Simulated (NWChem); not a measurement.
System: CH₃BeClS; SMILES C[S][Be][Cl]

Here is an NWChem input.

```
start job
memory heap 200 mb stack 900 mb global 1100 mb
geometry units angstroms
  Be     0.218688    -0.457538    -0.000959
  Cl    -0.268372    -2.209749    -0.002709
  S      0.745966     1.362916     0.002925
  C     -0.881452     2.210133    -0.000207
  H     -1.446466     1.996000    -0.916944
  H     -0.669709     3.287000     0.034906
  H     -1.479986     1.944863     0.881189
end
basis spherical
  * library def2-svp
end
dft
  xc xpbe96 cpbe96
  iterations 150
end
driver
  maxiter 120
end
task dft optimize
task dft freq
```

The level has its own optimisation; frequencies are unscaled.

**Question.** Give the results of this calculation. (PBE/def2-SVP.) Quantities: r Be–Cl (Å); r Be–S (Å); r C–S (Å); r C–H (Å); highest harmonic frequency (cm⁻¹); lowest (cm⁻¹); zero-point energy (kcal/mol); dipole (D).

**Answer.** The r Be–Cl (Å) is 1.826 and the r Be–S (Å) is 1.903. The r C–S (Å) is 1.852 and the r C–H (Å) comes out as 1.106. The highest harmonic frequency (cm⁻¹) is 3104 and the lowest (cm⁻¹) is 62. The zero-point energy (kcal/mol) comes out as 25.7 and the dipole (D) comes out as 1.81.
